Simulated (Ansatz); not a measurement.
Reaction (isomerisation): `C[SiH](N)O[SiH3]` → `CO[SiH](N)[SiH3]`

Calculated with Ansatz (gas phase, PBE0-D4/def2-TZVP geometries, no zero-point term in ΔE). CCSD(T)/CBS adds triple-zeta CCSD(T) − MP2 to the extrapolated MP2 energy (def2 sets, frozen cores). Functionals use def2-TZVPP. One conformer a species, not always the lowest.

`C[SiH](N)O[SiH3]`:

Cartesian coordinates in Å:
```
C -1.772 1.260 0.175
Si -0.019 0.707 0.423
N 0.076 -0.347 1.765
O 0.469 0.031 -1.000
Si 1.386 -1.212 -1.525
H -2.127 1.833 1.035
H -1.856 1.884 -0.718
H -2.433 0.400 0.041
H 0.913 1.827 0.712
H 0.936 -0.499 2.263
H -0.587 -1.086 1.924
H 2.698 -1.246 -0.821
H 0.698 -2.511 -1.294
H 1.619 -1.041 -2.980
```

`CO[SiH](N)[SiH3]`:

```xyz
14

C    -0.696    0.620    1.853
O    -1.282    0.713    0.579
Si   -0.659   -0.033   -0.754
N    -0.646   -1.743   -0.734
Si    1.581    0.600   -1.085
H    -1.256    1.258    2.539
H    -0.724   -0.408    2.234
H     0.349    0.958    1.847
H    -1.573    0.409   -1.834
H     0.113   -2.273   -0.341
H    -1.484   -2.293   -0.824
H     1.953    0.460   -2.519
H     1.831    2.008   -0.670
H     2.492   -0.278   -0.293
```

| level | ΔE (kJ/mol) |
| --- | --- |
| ωB97X-V | 207.9 |
| B2PLYP | 217.8 |
| MP2/def2-QZVPP | 231.4 |
| MP2/CBS(def2) | 231.9 |

Question: What does CCSD(T)/CBS give? (An estimate is asked.)

Answer: Ansatz gave: +218.2 kJ/mol. The listed levels differ from it by -10.3, -0.4, 13.2, 13.7 kJ/mol.

Largest T1 diagnostic among the species: 0.012.

From PBE to PBE0 (25 % exact exchange), in def2-TZVPP and without D4, ΔE moves by +12.2 kJ/mol. In def2-TZVPP, CCSD(T) changes the Hartree–Fock value by −17.6 kJ/mol (the triples alone add −3.5 kJ/mol) and MP2 by −3.9 kJ/mol.
